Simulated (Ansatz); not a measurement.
`C[SiH](C)O[SiH](C)O[Si](C)(C)C` was relaxed with r2SCAN-D4 (def2-SVP) in Ansatz in these states: charge -1 doublet, neutral singlet. The geometries follow in no particular order.

A:

Cartesian coordinates in Å:
```
C 0.981 -1.154 -2.725
Si 0.701 -1.936 -1.052
C 0.439 -3.782 -1.197
O -0.663 -1.239 -0.383
Si -1.294 -0.735 1.071
C -0.849 -1.926 2.431
O -0.683 0.754 1.455
Si -0.174 2.130 0.634
C -0.492 3.585 1.766
C -1.144 2.285 -0.965
C 1.660 1.958 0.278
H 1.865 -1.582 -3.225
H 1.134 -0.066 -2.639
H 0.108 -1.319 -3.378
H 1.875 -1.668 -0.158
H 0.277 -4.240 -0.208
H 1.312 -4.275 -1.656
H -0.444 -4.002 -1.820
H -2.768 -0.637 0.877
H 0.246 -2.000 2.534
H -1.255 -1.588 3.398
H -1.247 -2.934 2.228
H -1.565 3.674 2.000
H -0.166 4.533 1.307
H 0.050 3.466 2.718
H -2.223 2.400 -0.766
H -1.014 1.384 -1.588
H -0.818 3.157 -1.555
H 2.061 2.856 -0.220
H 2.228 1.808 1.212
H 1.863 1.093 -0.375
```

B:

```xyz
31

C    -2.398   -1.668   -1.076
Si   -2.267   -0.389    0.354
C    -3.734    0.835    0.109
O    -1.044    0.708   -0.611
Si    0.050    1.829   -0.212
C    -0.247    2.672    1.445
O     1.614    1.188   -0.127
Si    2.154   -0.388   -0.121
C     4.038   -0.297   -0.143
C     1.547   -1.295   -1.648
C     1.579   -1.260    1.436
H    -3.410   -2.108   -1.125
H    -1.689   -2.506   -0.941
H    -2.171   -1.192   -2.045
H    -2.984   -1.292    1.465
H    -3.757    1.604    0.903
H    -4.708    0.315    0.134
H    -3.638    1.362   -0.855
H     0.149    2.903   -1.264
H    -0.271    1.912    2.244
H     0.546    3.404    1.677
H    -1.218    3.194    1.455
H     4.397    0.228   -1.044
H     4.492   -1.303   -0.133
H     4.416    0.252    0.736
H     1.932   -0.822   -2.567
H     0.447   -1.233   -1.672
H     1.845   -2.358   -1.656
H     1.890   -2.319    1.465
H     1.969   -0.760    2.339
H     0.471   -1.218    1.477
```

Problem. Judge from the bond lengths which geometry belongs to which state (an estimate).

Solution. A is the neutral singlet (Si2–O4 1.671 Å, Si2–H15 1.500 Å, Si2–C3 1.870 Å); B is the charge -1 doublet (Si2–O4 1.905 Å, Si2–H15 1.600 Å, Si2–C3 1.926 Å).

At r2SCAN-D4/def2-SVP the highest occupied level of the relaxed charge -1 doublet lies above zero (up to 1.55 eV). By energy differences it is unbound by 1.44 eV (each at its own geometry, against the charge 0 singlet, at PBE0-D4/def2-SVP) and held by the finite basis.
